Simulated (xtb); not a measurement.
As2, triplet, from a rough starting geometry (a higher spin typed on purpose: for a closed-shell molecule this is an excited state); GFN2-xTB run with xtb 6.7.1.

Here is a job for xtb.
```
$ xtb mol.xyz --gfn 2 --uhf 2 --opt vtight --json

# file mol.xyz
2

As     1.04761003     0.03290038     0.00556794
As    -1.03929790     0.01258461    -0.03151367
```

The log (banner, timings and long lists left out):

```
   ID    Z sym.   atoms
    1   33 As     1, 2

           -------------------------------------------------
          |                Calculation Setup                |
           -------------------------------------------------

           -------------------------------------------------
          |                 G F N 2 - x T B                 |
           -------------------------------------------------

          ...................................................
          :                      SETUP                      :
          :.................................................:
          :  # basis functions                  20          :
          :  # atomic orbitals                  18          :
          :  # shells                            6          :
          :  # electrons                        10          :
          :  max. iterations                   250          :
          :  Hamiltonian                  GFN2-xTB          :
          :  restarted?                      false          :
          :  GBSA solvation                  false          :
          :  PC potential                    false          :
          :  electronic temp.          300.0000000     K    :
          :  accuracy                    1.0000000          :
          :  -> integral cutoff          0.2500000E+02      :
          :  -> integral neglect         0.1000000E-07      :
          :  -> SCF convergence          0.1000000E-05 Eh   :
          :  -> wf. convergence          0.1000000E-03 e    :
          :  Broyden damping             0.4000000          :
          :  net charge                          0          :
          :  unpaired electrons                  2          :
          ...................................................

 iter      E             dE          RMSdq      gap      omega  full diag
   1     -4.6477103 -0.464771E+01  0.240E+01    0.00       0.0  T
   2     -4.6483554 -0.645041E-03  0.124E+01    0.00       1.0  T
   3     -4.6489482 -0.592812E-03  0.238E+00    0.00       1.0  T
   4     -4.6489547 -0.655249E-05  0.433E+00    0.00       1.0  T
   5     -4.6489721 -0.173320E-04  0.342E-01    0.00       1.0  T
   6     -4.6489721 -0.302429E-07  0.497E-02    0.00       1.4  T
   7     -4.6489721 -0.282901E-08  0.141E-03    0.00      50.1  T
   8     -4.6489721 -0.151248E-10  0.228E-05    0.00    3098.7  T
   9     -4.6489721 -0.799361E-14  0.314E-06    0.00   22485.4  T

[...]
         :: total energy              -4.627160182089 Eh    ::
 * total energy  :    -4.6271602 Eh     change        0.3552714E-14 Eh
 * total energy  :    -4.6346829 Eh     change       -0.7522749E-02 Eh
 * total energy  :    -4.6379699 Eh     change       -0.3286995E-02 Eh
 * total energy  :    -4.6386274 Eh     change       -0.6574986E-03 Eh
 * total energy  :    -4.6387334 Eh     change       -0.1060014E-03 Eh
 * total energy  :    -4.6387350 Eh     change       -0.1582402E-05 Eh
 * total energy  :    -4.6387354 Eh     change       -0.3593091E-06 Eh
 * total energy  :    -4.6387354 Eh     change       -0.3127267E-09 Eh
   *** GEOMETRY OPTIMIZATION CONVERGED AFTER 8 ITERATIONS ***
         :: total energy              -4.638735368014 Eh    ::
[...]
        12                          0.0812908               2.2120
        13                          0.1027688               2.7965
        14                          0.1027688               2.7965
        15                          0.2096645               5.7053
        16                          0.2971399               8.0856
        17                          0.2971399               8.0856
        18                          1.0076242              27.4189
      -------------------------------------------------------------
                  HL-Gap            0.0000000 Eh            0.0000 eV
             Fermi-level           -0.2951135 Eh           -8.0304 eV

     #   Z          covCN         q      C6AA      α(0)
     1  33 As       0.978    -0.000   248.479    29.912
     2  33 As       0.978     0.000   248.479    29.912

 Mol. C6AA /au·bohr⁶  :        993.914288
 Mol. C8AA /au·bohr⁸  :      76553.784621
 Mol. α(0) /au        :         59.824321

Wiberg/Mayer (AO) data.
largest (>0.10) Wiberg bond orders for each atom

 ---------------------------------------------------------------------------
     #   Z sym  total        # sym  WBO       # sym  WBO       # sym  WBO
 ---------------------------------------------------------------------------
     1  33 As   1.647 --     2 As   1.647
     2  33 As   1.647 --     1 As   1.647
 ---------------------------------------------------------------------------

Topologies differ in total number of bonds
Writing topology from bond orders to xtbtopo.mol

molecular dipole:
                 x           y           z       tot (Debye)
 q only:       -0.000      -0.000      -0.000
   full:       -0.000      -0.000       0.000       0.000
molecular quadrupole (traceless):
                xx          xy          yy          xz          yz          zz
 q only:       -0.000      -0.000       0.000       0.000      -0.000       0.000
  q+dip:       -2.196      -0.032       1.098      -0.059      -0.001       1.098
   full:       -4.613      -0.067       2.307      -0.123      -0.001       2.305

optimized geometry written to: xtbopt.xyz

           -------------------------------------------------
          | TOTAL ENERGY               -4.638735368014 Eh   |
          | GRADIENT NORM               0.000000006311 Eh/α |
          | HOMO-LUMO GAP               0.000000000000 eV   |
           -------------------------------------------------

normal termination of xtb
```
